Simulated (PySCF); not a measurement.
Compound: 4-fluoro-N-methylaniline, C7H8FN.
Structure used (PBE0-D3(BJ)/def2-SVP), in Å, numbered top down from 1:
```
atom  x, y, z in Å
C1     2.662    0.035    0.149
N2     1.532   -0.836    0.265
C3     0.237   -0.370    0.295
C4    -0.058    0.996    0.456
C5    -1.379    1.439    0.509
C6    -2.417    0.529    0.396
F7    -3.684    0.957    0.439
C8    -2.156   -0.827    0.232
C9    -0.842   -1.270    0.183
H10    2.772    0.675    1.041
H11    2.614    0.703   -0.735
H12    3.577   -0.567    0.069
H13    1.648   -1.778   -0.079
H14    0.747    1.725    0.543
H15   -1.609    2.499    0.635
H16   -2.990   -1.526    0.143
H17   -0.638   -2.338    0.058
```

Level: CAM-B3LYP/def2-SVPD in PySCF, non-relativistic, on one gas-phase PBE0-D3(BJ)/def2-SVP geometry that isn't relaxed in the solvent. The solvent is an IEF-PCM continuum (cavity from Bondi-type radii × 1.2), and excitations are vertical TDDFT with non-equilibrium linear response and a frozen core. Specific hydrogen bonds and non-electrostatic terms are outside this model.

| run | E − E(gas) (kcal/mol) | HOMO (eV) | HOMO–LUMO gap (eV) | dipole (D) | lowest singlet (eV) | static polarisability (au) |
| --- | --- | --- | --- | --- | --- | --- |
| gas | 0.00 | -6.91 | 7.58 | 3.42 | 4.55 | 91.9 |
| P | -5.33 | -6.86 | 7.52 | 4.44 | 4.47 | 126.2 |
| Q | -4.55 | -6.86 | 7.53 | 4.30 | 4.48 | 120.5 |

Task: The runs were made in acetone and tetrahydrofuran. Which run belongs to which solvent?

Result: P = acetone, Q = tetrahydrofuran. The dielectric constants are 7.426 (tetrahydrofuran), 20.49 (acetone), and the energy falls further as ε rises. The optical constants n² used for the excitations are 1.97, 1.85 in the same order. In this model the ground state sees the solvent through ε alone.

Task: How constant is the ratio of the lowering to (ε − 1)/(2ε + 1)?

Result: 
```csv
solvent,(ε − 1)/(2ε + 1),E − E(gas) (kcal/mol),ratio (kcal/mol),polarisation term (kcal/mol)
tetrahydrofuran,0.405,-4.55,-11.2,-5.20
acetone,0.464,-5.33,-11.5,-6.22
```

The ratio changes by +2.2 % in size from tetrahydrofuran to acetone. The polarisation term is half the interaction of the solute with the induced surface charges.
